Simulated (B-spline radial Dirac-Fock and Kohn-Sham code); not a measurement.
# Compton profile of Pm³⁺

System: the Pm³⁺ ion, configuration [Xe] 4f2 6s2 (not the ground configuration).

The run's input, task.json:

```json
{"items": [{
  "Z": 61,
  "q": 3,
  "cfg": [[1, 0, 2], [2, 0, 2], [2, 1, 6], [3, 0, 2], [3, 1, 6], [3, 2, 10], [4, 0, 2], [4, 1, 6], [4, 2, 10], [4, 3, 2], [5, 0, 2], [5, 1, 6], [6, 0, 2]],
  "A": 145,
  "rrms": 4.962,
  "do": ["scatter"],
  "s": [0.0, 0.05, 0.1, 0.15, 0.2, 0.25, 0.3, 0.35, 0.4, 0.45, 0.5, 0.6, 0.7, 0.8, 0.9, 1.0, 1.1, 1.2, 1.4, 1.6, 1.8, 2.0, 2.5, 3.0, 3.5, 4.0, 5.0, 6.0],
  "pz": [0, 0.1, 0.2, 0.3, 0.4, 0.5, 0.6, 0.8, 1.0, 1.2, 1.4, 1.6, 1.8, 2.0, 2.5, 3.0, 4.0, 5.0, 7.0, 10.0, 15.0, 20.0, 30.0, 40.0, 60.0, 100.0],
  "hv_scatter": [2000, 10000, 17479.3, 20000, 30000, 50000, 200000, 1000000]
}]}
```

Run with: `python xray_run.py task.json out`

Model: the impulse approximation on Dirac-Fock densities. Program: a radial finite-basis atomic code. pz is in atomic units of momentum; subshell profiles are per electron, for a selection of subshells; open shells are spread over both j values by their weights.

| pz | J total | J 2p3/2 | J 4s1/2 | J 4d3/2 | J 6s1/2 |
| --- | --- | --- | --- | --- | --- |
| 0.3 | 8.243 | 0.0243 | 0.214 | 0.115 | 0.647 |
| 0.4 | 7.689 | 0.0243 | 0.210 | 0.115 | 0.424 |
| 0.5 | 7.213 | 0.0243 | 0.206 | 0.115 | 0.258 |
| 0.6 | 6.836 | 0.0243 | 0.200 | 0.115 | 0.159 |
| 0.8 | 6.276 | 0.0243 | 0.187 | 0.115 | 0.101 |
| 1 | 5.758 | 0.0243 | 0.171 | 0.114 | 0.0981 |
| 1.2 | 5.211 | 0.0243 | 0.153 | 0.114 | 0.0805 |
| 1.4 | 4.698 | 0.0243 | 0.135 | 0.113 | 0.0524 |
| 1.6 | 4.275 | 0.0243 | 0.117 | 0.112 | 0.0291 |
| 1.8 | 3.952 | 0.0243 | 0.0999 | 0.111 | 0.0157 |
| 2 | 3.708 | 0.0243 | 0.0840 | 0.108 | 0.0101 |
| 2.5 | 3.260 | 0.0243 | 0.0522 | 0.0993 | 0.00839 |
| 3 | 2.854 | 0.0243 | 0.0329 | 0.0860 | 0.00692 |
| 4 | 2.070 | 0.0242 | 0.0208 | 0.0544 | 0.00212 |
| 5 | 1.512 | 0.0241 | 0.0202 | 0.0284 | 0.000797 |
| 7 | 0.9711 | 0.0235 | 0.0122 | 0.00622 | 0.000617 |
| 10 | 0.5992 | 0.0216 | 0.00251 | 0.00315 | 0.000119 |
| 15 | 0.2829 | 0.0164 | 0.00164 | 0.00197 | 5.83e-05 |
| 20 | 0.1490 | 0.0107 | 0.000676 | 0.000713 | 2.53e-05 |
| 30 | 0.05287 | 0.00367 | 6.57e-05 | 8.12e-05 | 2.30e-06 |
| 40 | 0.02351 | 0.00117 | 5.29e-05 | 1.17e-05 | 1.80e-06 |
| 60 | 0.006822 | 0.000142 | 2.66e-05 | < 1e-6 | < 1e-6 |
| 100 | 0.001099 | 5.86e-06 | 4.12e-06 | < 1e-6 | < 1e-6 |

Question: What is the peak value J(0), and which subshell contributes most to it?

Answer: J(0) = 9.354. The 6s1/2 subshell gives the largest part, 24 %.

Mean momentum ⟨p⟩ by subshell (a.u.): 1s1/2 58.8, 2s1/2 20.9, 2p1/2 27.8, 2p3/2 25.8, 3s1/2 10.4, 3p1/2 12.5, 3p3/2 11.9, 3d3/2 14.2, 3d5/2 14.0, 4s1/2 5.28, 4p1/2 5.88, 4p3/2 5.64, 4d3/2 6.05, 4d5/2 5.96, 4f5/2 5.63, 4f7/2 5.59, 5s1/2 2.29, 5p1/2 2.40, 5p3/2 2.29, 6s1/2 1.00.

Values without a named source are computed, but for edge energies of neutral atoms, which are taken from tables.
